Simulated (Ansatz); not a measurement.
Relaxation of AlF₂H₃O (7 atoms, charge 0, multiplicity 1), to a largest force component of 0.03 eV/Å in at most 50 steps.

Computed with RKS PBE0/6-31G* (Ansatz).

```xyz
7
Properties=species:S:1:pos:R:3:forces:R:3
Al 0.082 0.453 -0.494 -0.04 -0.24 0.47
O -0.042 0.080 2.440 0.08 0.69 -0.85
H -0.969 -0.071 2.665 -0.06 -0.03 0.04
F 1.464 -0.139 -1.159 0.01 0.00 0.00
F -1.355 -0.231 -0.916 -0.01 -0.01 -0.01
H 0.086 1.749 0.388 0.04 0.31 -0.21
H -0.027 1.006 2.102 -0.02 -0.72 0.56
```

Problem. Where does it end, and by what steps?

Solution. The forces met the threshold. After 11 steps the energy has fallen by 0.961 eV; H3 moved furthest, 0.80 Å. Joined: Al1–O2 (2.96 → 2.00 Å).

```json
{"step": "0", "energy less start (eV)": "0.0000", "largest force component (eV/Å)": "0.855", "accepted": "yes"}
{"step": "1", "energy less start (eV)": "-0.1332", "largest force component (eV/Å)": "2.182", "accepted": "yes"}
{"step": "2", "energy less start (eV)": "-0.3464", "largest force component (eV/Å)": "2.478", "accepted": "yes"}
{"step": "3", "energy less start (eV)": "-0.7079", "largest force component (eV/Å)": "1.670", "accepted": "yes"}
{"step": "4", "energy less start (eV)": "-0.8537", "largest force component (eV/Å)": "0.934", "accepted": "yes"}
{"step": "5", "energy less start (eV)": "-0.9096", "largest force component (eV/Å)": "0.272", "accepted": "yes"}
{"step": "6", "energy less start (eV)": "-0.9373", "largest force component (eV/Å)": "0.255", "accepted": "yes"}
{"step": "7", "energy less start (eV)": "-0.9505", "largest force component (eV/Å)": "0.301", "accepted": "yes"}
{"step": "8", "energy less start (eV)": "-0.9580", "largest force component (eV/Å)": "0.129", "accepted": "yes"}
{"step": "9", "energy less start (eV)": "-0.9600", "largest force component (eV/Å)": "0.095", "accepted": "yes"}
{"step": "10", "energy less start (eV)": "-0.9605", "largest force component (eV/Å)": "0.036", "accepted": "yes"}
{"step": "11", "energy less start (eV)": "-0.9606", "largest force component (eV/Å)": "0.020", "accepted": "yes"}
```

```xyz
7
Properties=species:S:1:pos:R:3
Al 0.064 0.538 -0.104
O 0.007 0.128 1.850
H -0.840 -0.346 1.922
F 1.377 -0.295 -0.675
F -1.417 -0.225 -0.282
H 0.106 2.124 -0.087
H -0.058 0.923 2.402
```

Whether the end is a true minimum wasn't checked by a vibrational analysis.

The run took 30 s on 1 thread of Arm Neoverse V1, on a shared host, peak memory 0.14 GiB.
